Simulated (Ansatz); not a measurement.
**Worked example: a bond strength in C2H5ClSi (SMILES ClC1C[SiH2]1)**

C2H5ClSi has 9 atoms, charge 0, and is taken as a singlet. As SMILES, `ClC1C[SiH2]1`. Geometry: optimised at PBE0/def2-SVP.

```xyz
9

Cl   -0.6139   -0.4191   -2.2670
C    -0.4375    0.3762   -0.6965
C     0.9304    0.3079   -0.0188
Si   -0.4234   -0.5811    0.9105
H    -0.9074    1.3657   -0.7156
H     1.6688   -0.3261   -0.5229
H     1.3542    1.2565    0.3301
H    -0.4531   -2.0608    0.8454
H    -1.0292    0.0346    2.1176
```

Wanted: the dissociation energy of the C2–Cl1 bond into doublet C2H5Si and doublet Cl (shapes relaxed at PBE0/def2-SVP, no zero-point term). 1 Eh = 2625.50 kJ/mol = 27.2114 eV. Totals in Eh; open shells run unrestricted unless said.

```tsv
level	program	C2H5ClSi	doublet C2H5Si	doublet Cl
HF/def2-SVP	Ansatz	-826.725130	-367.324236	-459.319303
PBE/def2-SVP	Ansatz	-828.118115	-368.182410	-459.797020
wB97M-V/def2-SVP	Ansatz	-828.477805	-368.370428	-459.967660
```

Q: Work out the dissociation energy at each level.

A: 
1. HF/def2-SVP: (-367.324236) + (-459.319303) − (-826.725130) = 0.081591 Eh = 214.2 kJ/mol = 2.22 eV.
2. PBE/def2-SVP: (-368.182410) + (-459.797020) − (-828.118115) = 0.138685 Eh = 364.1 kJ/mol = 3.77 eV.
3. wB97M-V/def2-SVP: (-368.370428) + (-459.967660) − (-828.477805) = 0.139717 Eh = 366.8 kJ/mol = 3.80 eV.

The levels span 214 to 367 kJ/mol; no measured value is set beside them. Hartree–Fock lacks the correlation of the electrons that are unpaired, so it comes out low. A bond enthalpy at 298 K also holds the loss of zero-point energy and thermal terms.
